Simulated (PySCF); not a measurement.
Exercise with solution: chemical shift, span and skew from a shielding tensor

C3H9Ge, SMILES [CH3][Ge]([CH3])[CH3] (connectivity only; charge and spin as stated), charge +1, multiplicity 1. Atoms are numbered in the order given.

```xyz
13

C     -0.3908     1.8691     0.2398
Ge     0.0000     0.0000    -0.0002
C      1.8237    -0.6140     0.0356
C     -1.4329    -1.2551    -0.2751
H      0.5260     2.4772     0.3473
H     -1.0311     1.9799     1.1424
H     -0.9923     2.2233    -0.6250
H      2.3965    -0.0717    -0.7477
H      1.9001    -1.7057    -0.1194
H      2.2720    -0.3321     1.0133
H     -1.2863    -1.7427    -1.2639
H     -1.3592    -2.0566     0.4913
H     -2.4258    -0.7712    -0.2336
```
Charge +1, spin multiplicity 1.

Geometry: PBE-D3(BJ)/def2-SVP. The multiplicity is an assumed one; no other spin state was optimised. The isomer is the one that the SMILES or the coordinates give; other isomers of the formula were not compared.

GIAO shieldings from PBE/pcSseg-1 (PySCF), non-relativistic, no solvent. The symmetric part of the tensor of C1 has the principal values 108.8, 166.2, 179.5 ppm. The same nucleus in TMS has σ = 182.0 ppm at this level (PySCF, at its B3LYP-D3(BJ)/def2-TZVP geometry).

Work out the isotropic shielding, the ¹³C shift against TMS, the span and the skew.


σ(iso) = (σ11 + σ22 + σ33)/3 = 151.5 ppm. δ = σ(ref) − σ(iso) = 182.0 − (151.5) = 30.5 ppm.
Span Ω = σ33 − σ11 = 70.7 ppm. Skew κ = 3(σ(iso) − σ22)/Ω = -0.62. Tumbling in solution averages the tensor to δ; in a static solid the shielding alone would spread this spin-1/2 line over Ω.
